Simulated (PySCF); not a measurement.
**Be²⁺ (beryllium, charge +2): UHF calculation**

Configuration: 1s2, closed-shell 1S. Calculation: PySCF 2.14, in aug-cc-pCVTZ-DK with one added diffuse shell each of s, p, d, f type (8s7p5d3f, 75 functions); scalar relativity by spin-free X2C-1e.

* Total energy: -13.613525 hartree
* One-electron energy: -15.8914 hartree
* Hartree (Coulomb) energy: 4.5557 hartree
* Exchange energy: -2.2779 hartree
* ⟨S²⟩: 0.0000
* ⟨L²⟩: 0.000
* Sum of ⟨r⟩: 0.8280 bohr
* Sum of ⟨r²⟩: 0.4635 bohr²
* Langevin diamagnetic susceptibility: -0.367 ×10⁻⁶ cm³/mol

```json
{"shell": "1s", "electrons": "2", "mean orbital energy (hartree)": "-5.66783", "rms radius, mean of both spins (bohr)": "0.481"}
```
